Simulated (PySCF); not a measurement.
BP86 on Rh⁺ (rhodium, charge +1)

Configuration: [Kr] 4d8, high-spin 3F determinant. All numbers are calculated (PySCF 2.14, a scalar-relativistic core potential, in cc-pVDZ-PP with ECP28MDF (4s4p3d1f, 38 functions)).

```json
{
  "Total energy": "-109.9312 hartree",
  "One-electron energy": "-188.3269 hartree",
  "Hartree (Coulomb) energy": "89.6564 hartree",
  "Exchange-correlation energy": "-11.2606 hartree",
  "⟨S²⟩": "2.0008",
  "⟨L²⟩": "12.011",
  "Sum of ⟨r⟩": "21.11 bohr",
  "Sum of ⟨r²⟩": "34.01 bohr²",
  "Time after the integrals": "0.24 s of wall time on 1 thread of Intel(R) Xeon(R) 6975P-C (shared host)"
}
```

```
shell  electrons  mean orbital energy (hartree)  spread (hartree)  rms radius, mean of both spins (bohr)
 4s α          1                       -3.36188                 0                                   1.05
 4s β          1                       -3.30764                 0                                   1.05
 4p α          3                       -2.17692                 0                                   1.17
 4p β          3                       -2.12114                 0                                   1.17
 4d α          5                       -0.52228           0.03114                                   1.72
 4d β          3                       -0.48366                 0                                   1.72
```

Energies and moments cover only the electrons outside the core potential.
